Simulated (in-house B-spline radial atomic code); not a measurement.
Ionising Cl6+ with different functionals

Computed with a radial B-spline atomic code at the basis-set limit: scalar-relativistic (spin-free X2C) Hamiltonian, Fermi nucleus of rms radius 3.3654 fm, spin-polarised at highest spin, spherical fractional occupations for the functionals, and exact exchange of hybrids averaged over the configuration. The ionisation energy is the difference of two self-consistent energies, [Ne] 3s1 → [He] 2s2 2p6, without Breit or QED terms; ε is the level of the shell that loses the electron (its least bound occupied spin orbital).

| method | rung | ΔSCF (eV) | -ε(3s) (eV) |
| --- | --- | --- | --- |
| PBE0 | global hybrid | 114.79 | 109.05 |
| B3LYP | global hybrid | 115.35 | 108.98 |
| TPSSh | global hybrid | 114.48 | 107.97 |
| BHandHLYP | global hybrid | ? | ? |
| r2SCAN0 | global hybrid | 114.14 | 109.31 |
| B97-1 | global hybrid | 114.37 | 108.49 |
| HSE06 | range-separated hybrid | 114.83 | 108.70 |
| wB97X | range-separated hybrid | 113.17 | 111.48 |
| CAM-B3LYP | range-separated hybrid | ? | ? |
| LC-wPBE | range-separated hybrid | 115.00 | 112.40 |

What does BHandHLYP give?

ΔSCF 115.06 eV, and -ε(3s) = 110.90 eV.

What does CAM-B3LYP give?

ΔSCF 115.35 eV, and -ε(3s) = 110.87 eV.

Among the functionals, which spreads more, the ΔSCF values or the orbital energies?

The orbital energies: ΔSCF values span about 2.18 eV and the orbital energies 4.44 eV.

How do they compare with the NIST value?

NIST lists 114.201 eV (measured, ground level to ground level). Errors run from -1.03 to +1.15 eV; r2SCAN0 is closest (-0.06 eV), but part of that can be cancellation, since the calculations leave out Breit-QED terms.
